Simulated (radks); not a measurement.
Pm, configuration [Xe] 4f5 6s2. Method: scalar-relativistic Kohn-Sham, LB94 model potential, spin-polarised, spherical densities, finite nucleus; open shells are filled with parallel spins first (spin-orbit coupling, left out, can overturn this in heavy ions); Fermi nuclear charge, rms radius 4.962 fm; computed with a radial shooting solver on a logarithmic mesh with Libxc functionals.

Radial electron density D(r) = 4 pi r^2 rho(r):

```
   r/bohr * D(r) (the largest magnitude, 107, reaches the edge; | marks zero)
  0.00448 |                *
  0.00612 |                       *
 0.008294 |                               *
  0.01133 |                                     *
  0.01536 |                                         *
  0.02098 |                                       *
  0.02843 |                                    *
  0.03884 |                                      *
  0.05264 |                                                *
  0.07192 |                                                      *
  0.09747 |                                               *
   0.1332 |                                        *
   0.1805 |                                              *
   0.2465 |                                         *
   0.3368 |                     *
   0.4565 |                   *
   0.6236 |                    *
   0.8452 |           *
    1.155 |     *
    1.565 |   *
    2.138 | *
    2.897 |*
    3.958 *
    5.364 *
    7.329 *
    9.932 *
```

D(r) has 4 maxima, at r = 0.0161, 0.0713, 0.200, 0.553 bohr, and minima at 0.0308, 0.132, 0.402 bohr, inside which lie 1.94, 11.19, 29.26 electrons.
